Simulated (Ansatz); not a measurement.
Basis-set extrapolation for H$_{9}$MgNOSi$_{3}$ (`[SiH3][O][Mg][N]([SiH3])[SiH3]`) (PBE0-D4/def2-TZVP geometry, frozen core, Ansatz). Multiplicity 1, RHF reference. For Mg the program correlates outer-core shells too, which these sets cover unevenly, so the extrapolated numbers aren't a true limit.

```
                       def2-TZVPP    def2-QZVPP
                 HF  -1201.224498  -1201.269622
    MP2 correlation     -1.025790     -1.130148
CCSD(T) correlation     -1.128387       not run
```

Energies in hartree. Use E(X) = E(∞) + A·exp(−7.88·√X) for Hartree–Fock and E(X) = E(∞) + B·X^(−2.97) for correlation, with X = 3 and 4, and add CCSD(T) minus MP2 of the smaller set to the MP2 limit.

Q: What is the CCSD(T) energy at the basis-set limit?

A: HF limit: -1201.269622 + (-0.045124) × 0.13774 = -1201.27584. MP2 limit: -1.130148 + (-0.104358) × 0.74074 = -1.20745. Higher-order term: -1.128387 − (-1.025790) = -0.10260. Total: -1202.58589 hartree, 611.8 kJ/mol below CCSD(T)/def2-TZVPP.
